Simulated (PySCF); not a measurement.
Energy of Br⁻ (bromine, charge -1) between two integer charges

The 4p beta orbital of [Kr] is emptied in steps (occupation f), with all orbitals relaxed, ending at [Ar] 3d10 4s2 4p5. All numbers are calculated (PySCF 2.14, scalar relativity by spin-free X2C-1e, in aug-cc-pVTZ-DK (7s6p4d2f, 59 functions)). The exact energy is a straight line in f; departures are measured from the line between the end points of the same method.

**Question.** Among UHF, LDA, PBE, PBE0, r2SCAN, LC-wPBE, BHandHLYP, B3LYP, HSE06, which shows the largest delocalisation error (convex curve), and which is closest to linear?

**Answer.** Most convex: LDA (-0.934 eV at f = 0.4); closest to linear: LC-wPBE (0.043 eV).

```tsv
f	UHF (eV)	LDA (eV)	PBE (eV)	PBE0 (eV)	r2SCAN (eV)	LC-wPBE (eV)	BHandHLYP (eV)	B3LYP (eV)	HSE06 (eV)
1	0.000	0.000	0.000	0.000	0.000	0.000	0.000	0.000	0.000
0.8	0.210	-0.606	-0.581	-0.391	-0.541	0.034	-0.210	-0.441	-0.458
0.6	0.296	-0.923	-0.883	-0.593	-0.812	0.046	-0.324	-0.672	-0.694
0.4	0.280	-0.934	-0.891	-0.598	-0.809	0.043	-0.333	-0.681	-0.701
0.2	0.177	-0.630	-0.599	-0.401	-0.538	0.027	-0.228	-0.459	-0.471
0	0.000	0.000	0.000	0.000	0.000	0.000	0.000	0.000	0.000
```

```
   method  E(f=0) − E(f=1) (eV)  −ε at f=1 (eV)  −ε at f=0.4 (eV)
      UHF                 2.345           3.744             2.035
      LDA                 3.737           0.013             4.460
      PBE                 3.455          -0.127             4.160
     PBE0                 3.408           0.998             3.885
   r2SCAN                 3.471           0.102             4.158
  LC-wPBE                 3.368           3.606             3.318
BHandHLYP                 3.301           2.036             3.536
    B3LYP                 3.508           0.796             4.034
    HSE06                 3.419           0.597             3.972
```

At f = 1 the orbital energy is positive for PBE: only the finite basis holds the electron.

Reference removal energy between the ground levels: 3.364 eV (measured; photodetachment measurements, as compiled on the Wikipedia data page of electron affinities). The calculation has no spin-orbit coupling. UHF lacks correlation.
